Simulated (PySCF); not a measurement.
# TeF3: breathing scan

All numbers come from UPBE in PySCF with Te def2-SVP with ECP28, F def2-SVP; scalar-relativistic core potentials, no spin–orbit coupling; density-fitted integrals.

Rigid scan from the doublet minimum (Te–F 1.936 Å, Te–F 1.996 Å (×2); F–Te–F 86.0° (×2), F–Te–F 172.1°). Coordinate: all bonds to the central atom scaled together. Energies in kJ/mol from the minimum.

```tsv
scale of all bonds to the centre	E (kJ/mol)	dipole size (D)	⟨S²⟩
0.88	275.3	1.22	0.75
0.92	106.2	1.62	0.75
0.96	23.1	1.99	0.75
1.00	0.0	2.31	0.75
1.04	17.8	2.58	0.75
1.08	62.6	2.82	0.75
1.14	159.1	3.10	0.75
1.22	310.1	3.37	0.75
1.35	549.0	3.62	0.76
```

No spin–orbit coupling is included, which matters more the heavier the element.

Other isomers or separated fragments may lie lower.

The scan took 23 s on 2 threads of a shared Intel Xeon @ 2.60GHz (Ice Lake) host; the process peaked at 0.78 GiB.
